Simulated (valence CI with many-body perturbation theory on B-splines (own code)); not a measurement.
## Ta³⁴⁺: calculated level list

Method: relativistic CI+MBPT: three valence electrons over a frozen Dirac-Fock core [Kr], a basis of 9 s, 9 p, 10 d, 8 f, 5 g, 3 h, 1 i functions for each j, with the one-electron correlation potential Σ1 (screened to all orders), the two-electron term Σ2, the three-electron term Σ3, Breit, model QED; selected single and double excitations, second order for the rest (own B-spline code, finite nucleus).

The last digits are not significant, and no measured levels were compared; by estimate large intervals hold to a few tenths of a per cent, small ones and those within an open d or f shell to about a per cent. Only levels of the ground parity were solved; by the run's estimate the other parity begins above the list, which can be wrong where configurations are misplaced.

Levels 1 to 19 of 19, with energies above the lowest level, (4d3/2^3) J=3/2. "Leading %" is the weight of the configuration and term that name the level; weights of strongly mixed levels are sums over their largest components and can fall short. In the jj column 3d3/2^4 stands for four electrons in 3d with j = 3/2.

```tsv
No.	Configuration	Term	J	E (eV)	Leading %	g	Leading jj
1	4d3	4F	3/2	0.000	51	0.682	4d3/2^3 (96 %)
2	4d3	4F	5/2	13.802	85	1.052	4d3/2^2 4d5/2 (98 %)
3	4d3	4P	3/2	16.197	40	1.210	4d3/2^2 4d5/2 (97 %)
4	4d3	2G	7/2	17.492	46	1.060	4d3/2^2 4d5/2 (94 %)
5	4d3	2H	9/2	17.886	43	1.054	4d3/2^2 4d5/2 (98 %)
6	4d3	4P	1/2	18.096	60	1.870	4d3/2^2 4d5/2 (99 %)
7	4d3	4P	5/2	25.727	46	1.314	4d3/2^2 4d5/2 (88 %)
8	4d3	4F	7/2	31.178	59	1.099	4d3/2 4d5/2^2 (96 %)
9	4d3	4F	9/2	32.783	53	1.139	4d3/2 4d5/2^2 (96 %)
10	4d3	4P	3/2	34.473	41	1.132	4d3/2 4d5/2^2 (99 %)
11	4d3	2P	1/2	35.539	60	1.460	4d3/2 4d5/2^2 (99 %)
12	4d3	2D	5/2	36.449	45	1.236	4d3/2 4d5/2^2 (88 %)
13	4d3	2H	11/2	36.466	100	1.087	4d3/2 4d5/2^2 (100 %)
14	4d3	2D	5/2	39.006	44	1.106	4d3/2 4d5/2^2 (96 %)
15	4d3	2F	7/2	39.688	82	1.100	4d3/2 4d5/2^2 (97 %)
16	4d3	2D	3/2	46.177	67	0.957	4d3/2 4d5/2^2 (86 %)
17	4d3	2G	9/2	49.919	53	1.150	4d5/2^3 (97 %)
18	4d3	2D	3/2	55.180	56	1.066	4d5/2^3 (87 %)
19	4d3	2D	5/2	58.947	63	1.161	4d5/2^3 (94 %)
```

The ionisation energy to 4d2 3F_2 of the next ion comes out as 1435.6 eV (NIST: 1434 ± 5 eV (theoretical)). All 19 levels together are meant to be complete up to 61.304 eV.
